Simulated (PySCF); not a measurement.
Bonds: Si1-C4, Si1-N8, N8-C9, N8-C10. Si1 carries H2, H3; C4 carries H5, H6, H7; C9 carries H11, H12, H13; C10 carries H14, H15, H16.

Geometry: PBE0-D3(BJ)/def2-SVP; GIAO absolute shieldings from PySCF 2.14, gas phase, non-relativistic, averaged over equivalent atoms.

At wB97X-D/pcSseg-1 (147 basis functions, 28 s wall time on 1 thread of an Arm Neoverse N1, shared host):
| atoms | σ (ppm) |
| --- | --- |
| Si1 | 368.7 |
| H2/H3 | 26.80 |
| H11/H12/H13/H14/H15/H16 | 28.90 |
| H5/H6/H7 | 31.38 |
| C9/C10 | 144.5 |
| C4 | 186.6 |
| N8 | 252.7 |

Estimate the result of repeating the calculation with PBE0/pcSseg-1.

Results:


| atoms | σ at PBE0/pcSseg-1 | change |
| --- | --- | --- |
| Si1 | 367.9 | -0.8 |
| H2/H3 | 26.60 | -0.20 |
| H11/H12/H13/H14/H15/H16 | 28.76 | -0.14 |
| H5/H6/H7 | 31.26 | -0.12 |
| C9/C10 | 144.2 | -0.3 |
| C4 | 186.8 | +0.2 |
| N8 | 249.4 | -3.3 |

The largest change is at N8 (nitrogen bonded to 2 C, Si). Cost: 147 basis functions, 33 s wall time on 1 thread of an Arm Neoverse N1, shared host.
